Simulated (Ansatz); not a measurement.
`NC[S][GeH3]` + `NB(O)Cl` → `NB(Cl)[O][GeH3]` + `NCS`  (ligand exchange at a Ge–S bond)

Isolated molecules relaxed with PBE0-D4/def2-TZVP in Ansatz; ΔE leaves out vibrations. CCSD(T)/CBS adds triple-zeta CCSD(T) − MP2 to the extrapolated MP2 energy (def2 sets, frozen cores). Functionals use def2-TZVPP. For Ge outer-core shells are correlated without core-valence functions, which leaves a few kJ/mol of doubt a bond. Scalar relativity is left out up to krypton. Each species was taken in one conformer, which may not be the lowest.

```
          species  PBE-QIDH energy (Eh)
    `NC[S][GeH3]`           -2571.38403
        `NB(O)Cl`            -616.63158
`NB(Cl)[O][GeH3]`           -2694.25163
            `NCS`            -493.74772
```

(1) Work out ΔE.

(2) What do rigid-rotor, harmonic-oscillator terms from PBE0-D4/def2-TZVP frequencies (298.15 K, 1 bar) make of the CCSD(T)/CBS value? (Best estimate.)

Largest T1 diagnostic among the species: 0.012.

## Answers

(1) ΔE = (-2694.25163) + (-493.74772) − (-2571.38403) − (-616.63158) = 0.01626 Eh = +10.2 kcal/mol. CCSD(T)/CBS gives +9.1 kcal/mol.

(2) Computed: ΔZPE = -2.1 kcal/mol, ΔH = +7.4 kcal/mol, ΔS = 20 J/(mol·K), ΔG = +6.0 kcal/mol. Modes under 50 cm⁻¹ make the entropy rough.

Leaving LDA and LC-ωPBE aside and taking each functional with its dispersion term where it has one, the values, not all of them listed here, spread over 3.7 kcal/mol, from CAM-B3LYP-D4 to PBE-D4. LDA lies +1.0 kcal/mol from PBE without D4. In def2-TZVPP, CCSD(T) changes the Hartree–Fock value by +2.8 kcal/mol (the triples alone add +0.5 kcal/mol) and MP2 by +3.9 kcal/mol.
